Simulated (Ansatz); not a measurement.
Reaction R1 → P1 + P2, each structure at its B3LYP-D3(BJ)/def2-TZVP stationary point, reached from a drawn start (curvature not checked).
R1: BF3 (SMILES FB(F)F), charge 0, multiplicity 1.
P1, BF2 (SMILES F[B]F) (charge 0, multiplicity 2, Z-matrix in Å and degrees):
```
B
F 1 1.3103
F 1 1.3103 2 121.31
```
P2: F atom, charge 0, multiplicity 2.

P less R. No zero-point or thermal terms; singlets are restricted closed shells; open shells are unrestricted; no spin–orbit coupling.

Cores are frozen in the correlated methods. CBS(a, b) extrapolates the correlation energy as X⁻³ and adds the Hartree–Fock energy of set b.

The values were computed with Ansatz (Gaussian orbitals). Each number belongs to the level named beside it.

Q: Predict the reaction energy from CCSD(T)/CBS(cc-pVTZ, cc-pVQZ).

A: 729 kJ/mol

Q: Predict the reaction energy from SCS-MP2/cc-pVQZ.

A: 738 kJ/mol

Q: Predict the reaction energy from MP2/cc-pVQZ.

A: 750 kJ/mol

Ansatz is a first-principles code.
